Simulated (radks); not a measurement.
Species: H. Configuration: 1s1 (the NIST ground configuration). All-electron calculation, non-relativistic Kohn-Sham, r2SCAN, spin-unpolarised, spherical densities, point nucleus; meta-GGA in the generalised Kohn-Sham scheme; without spin polarisation the odd electron is poorly described; hard spherical wall at 2 bohr. Program: a radial shooting solver on a logarithmic mesh with Libxc functionals.

Radial electron density D(r) = 4 pi r^2 rho(r):

r (bohr),D(r) (e/bohr)
0.07116,0.03963
0.08023,0.04945
0.08974,0.06068
0.1012,0.07536
0.1132,0.09200
0.1276,0.1135
0.1439,0.1396
0.1609,0.1686
0.1814,0.2053
0.2046,0.2487
0.2288,0.2958
0.258,0.3535
0.2909,0.4191
0.3253,0.4869
0.3668,0.5659
0.4103,0.6437
0.4626,0.7287
0.5216,0.8109
0.5834,0.8799
0.6578,0.9384
0.7417,0.9719
0.8296,0.9721
0.9353,0.9301
1.055,0.8378
1.18,0.7050
1.33,0.5208
1.488,0.3287
1.677,0.1381
1.891,0.01617

D(r) has 1 maximum, at r = 0.784 bohr.
